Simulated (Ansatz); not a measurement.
B$_{2}$Cl$_{2}$H$_{4}$, SMILES `[BH2-]1[Cl+][BH2-][Cl+]1`, charge 0, multiplicity 1.

Q: Give a relaxed structure at PBE0-D4/def2-TZVP (the Gaussian-basis code of Ansatz). (Best estimate.)

A: Ansatz gave: 
Z-matrix (Å, degrees):
```
B
Cl 1 1.951
Cl 1 1.951 2 94.7
H 1 1.188 2 109.8 3 -113.0
H 1 1.189 2 108.3 3 111.0
B 2 1.951 1 81.6 3 -20.5
H 6 1.189 2 108.3 1 -90.4
H 6 1.188 2 109.8 1 133.6
```
Point group C2v.
